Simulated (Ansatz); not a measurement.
Species: C$_{4}$H$_{4}$, SMILES `C#CC=C` (charge 0, multiplicity 1).

Question: Give a relaxed geometry from B3LYP-D3(BJ)/def2-TZVP (Ansatz, an electronic-structure program).

Answer: the end point of this relaxation (outside a Z-matrix the atoms follow the SMILES, hydrogens last).
Bonded distances (Å): C1–C2 1.203, C1–H5 1.062, C2–C3 1.420, C3–C4 1.334, C3–H6 1.086, C4–H7 1.082, C4–H8 1.081. Angles (°): C2–C1–H5 179.4, C1–C2–C3 178.4, C2–C3–C4 124.4, C2–C3–H6 115.9, C4–C3–H6 119.7, C3–C4–H7 121.5, C3–C4–H8 120.8, H7–C4–H8 117.7.
